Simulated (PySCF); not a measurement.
2-bromobuta-1,3-diene (C4H5Br), SMILES C=CC(=C)Br.

The structure is a stationary point at PBE0-D3(BJ)/def2-SVP. The values are those of a single conformer.

Calculation: PBE/def2-TZVP run with PySCF.

Computed frontier levels, gap, dipole moment and polarisability:
The highest occupied level comes out as -6.02 eV. The lowest empty level is -2.23 eV. The orbital gap comes out as 3.79 eV and the dipole moment comes out as 1.42 D. The quadrupole, principal values (traceless, Buckingham form, about the centre of nuclear charge) is -7.21, 2.95, 4.27 D·Å. The mean static polarisability is 72.1 bohr³ (10.68 Å³) and the polarisability, principal values comes out as 42.0, 76.7, 97.4 bohr³.
